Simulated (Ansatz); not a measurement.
Ansatz (a quantum-chemistry and plane-wave program) input (RI-MP2/def2-TZVPPD):
A basis named .json is the Basis Set Exchange file of that set.

Ansatz 0.2 input:
```yaml
crystal:
  periodic: [false, false, false]
  atoms:
    - {symbol: Sn, position_ang: [0.14553194, -0.15056115, 0.26211266]}
    - {symbol: O, position_ang: [0.88741190, 0.19144519, -1.57029064]}
    - {symbol: F, position_ang: [-1.59732138, 0.66627732, -0.06036752]}
basis:
  gaussian:
    orbitals: def2-TZVPPD.json
    fitting: {mean_field: def2-universal-jkfit, correlation: def2-TZVPPD-RIFIT.json}
magnetization: {spin_polarized: true, initial_magnetization: 1}
correlation: {method: mp2, electrons: outside_noble_gas}
```

Output:

```
Functional definition: HF
integrals: 0.06 GiB planned
372 factors; integrals over basis functions are off by at most 1.6e0 eV
384 factors; integrals over basis functions are off by at most 5.4e-1 eV
mean field: 0.30 GiB planned
mean field evaluation 1: about -10540.4928 eV, gradient 4.3e1 eV
mean field evaluation 2: about -10527.4398 eV, gradient 7.1e1 eV
mean field evaluation 4: about -10549.4752 eV, gradient 6.0e0 eV
mean field evaluation 8: about -10550.4090 eV, gradient 1.1e0 eV
mean field evaluation 16: about -10551.1582 eV, gradient 8.8e-3 eV
mean field evaluation 32: about -10551.0561 eV, gradient 3.6e-1 eV
mean field evaluation 64: about -10548.6486 eV, gradient 4.4e0 eV
mean field evaluation 96: about -10550.4618 eV, gradient 1.1e0 eV
mean field -10551.15824584 eV, -387.7479137026 hartree, gradient 5.0e-6 eV, S^2 0.762611; 13 other end points of the search recorded, 0 dependent functions left out
11 core orbitals not correlated, not the lowest: weight in the atoms' cores, before any rotation towards them, 0.731 or more for the frozen orbitals, at most 0.282 for the correlated occupied ones
reference -10551.15824584 eV, -387.7479137026 hartree; 9, 8 occupied and 116, 117 virtual orbitals, 384 factors
second order -14.34690957 eV of doubles, -0.00000000 eV of singles
Total energy: -10565.50515541 eV, -388.2751529048 hartree
```

It need not be the lowest isomer of its formula.
